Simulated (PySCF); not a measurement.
Isomers of C6H11O2P, mass 146.050 u with the commonest isotopes. Level of theory: PBE0/pcSseg-1 in PySCF (dipole) on a GFN2-xTB geometry, gas phase. One conformer each, none proved a minimum here; rigid rotors.

**Question.** Order these by out-of-plane moment Σ m c² = (Ia + Ib − Ic)/2, largest first.
A. `[CH3:1][O:2][CH:3]=[C:4]=[P:5][CH2:6][CH2:7][O:8][CH3:9]` with C1–O2–C3–C4 178°, C4–P5–C6–C7 170°, P5–C6–C7–O8 41°, C6–C7–O8–C9 -172°
B. `[CH2:1]=[CH:2][P@:3](=[O:4])([CH2:5][CH3:6])[C:7]([CH3:8])=[O:9]` with C1–C2–P3–O4 1°, C2–P3–C5–C6 -179°, C2–P3–C7–C8 -121°
C. `[CH2:1]=[C:2]([CH3:3])[P@:4](=[O:5])([OH:6])/[CH:7]=[CH:8]\[CH3:9]` with C1–C2–P4–O5 149°, C2–P4–O6–H 111°, C2–P4–C7–C8 -88°
D. `[CH:1]#[C:2][CH2:3][P@@:4](=[O:5])([OH:6])[CH2:7][CH2:8][CH3:9]` with C2–C3–P4–O5 -176°, C3–P4–O6–H -118°, C3–P4–C7–C8 179°, P4–C7–C8–C9 -177°

**Answer.** B (113.48 u·Å²), C (108.22 u·Å²), D (64.98 u·Å²), A (20.18 u·Å²).

**Question.** Order these by dipole moment, largest first.
A. `[CH2:1]=[C:2]([CH3:3])[P@:4](=[O:5])([OH:6])/[CH:7]=[CH:8]\[CH3:9]` with C1–C2–P4–O5 149°, C2–P4–O6–H 111°, C2–P4–C7–C8 -88°
B. `[CH2:1]=[CH:2][P@:3](=[O:4])([CH2:5][CH3:6])[C:7]([CH3:8])=[O:9]` with C1–C2–P3–O4 1°, C2–P3–C5–C6 -179°, C2–P3–C7–C8 -121°
C. `[CH3:1][O:2][CH:3]=[C:4]=[P:5][CH2:6][CH2:7][O:8][CH3:9]` with C1–O2–C3–C4 178°, C4–P5–C6–C7 170°, P5–C6–C7–O8 41°, C6–C7–O8–C9 -172°
D. `[CH:1]#[C:2][CH2:3][P@@:4](=[O:5])([OH:6])[CH2:7][CH2:8][CH3:9]` with C2–C3–P4–O5 -176°, C3–P4–O6–H -118°, C3–P4–C7–C8 179°, P4–C7–C8–C9 -177°

**Answer.** A (2.49 D), D (2.05 D), C (1.52 D), B (1.11 D).

**Question.** Order these by rotational constant A, smallest first.
A. `[CH2:1]=[C:2]([CH3:3])[P@:4](=[O:5])([OH:6])/[CH:7]=[CH:8]\[CH3:9]` with C1–C2–P4–O5 149°, C2–P4–O6–H 111°, C2–P4–C7–C8 -88°
B. `[CH3:1][O:2][CH:3]=[C:4]=[P:5][CH2:6][CH2:7][O:8][CH3:9]` with C1–O2–C3–C4 178°, C4–P5–C6–C7 170°, P5–C6–C7–O8 41°, C6–C7–O8–C9 -172°
C. `[CH2:1]=[CH:2][P@:3](=[O:4])([CH2:5][CH3:6])[C:7]([CH3:8])=[O:9]` with C1–C2–P3–O4 1°, C2–P3–C5–C6 -179°, C2–P3–C7–C8 -121°
D. `[CH:1]#[C:2][CH2:3][P@@:4](=[O:5])([OH:6])[CH2:7][CH2:8][CH3:9]` with C2–C3–P4–O5 -176°, C3–P4–O6–H -118°, C3–P4–C7–C8 179°, P4–C7–C8–C9 -177°

**Answer.** C (1503 MHz), A (1714 MHz), D (1830 MHz), B (6369 MHz).

```csv
SMILES,point group,Ia (u·Å²),Ib (u·Å²),Ic (u·Å²),κ,μa (D),μb (D),μc (D)
C#CC[P@@](=O)(O)CCC,C1,276.20,537.46,683.71,-0.63,0.21,1.99,0.47
C=C[P@](=O)(CC)C(C)=O,C1,336.18,401.45,510.67,0.05,0.35,0.06,1.05
C=C(C)[P@](=O)(O)/C=C\C,C1,294.81,429.62,507.98,-0.50,0.08,1.23,2.17
COC=C=PCCOC,C1,79.35,1209.45,1248.43,-1.00,0.20,1.40,0.56
```
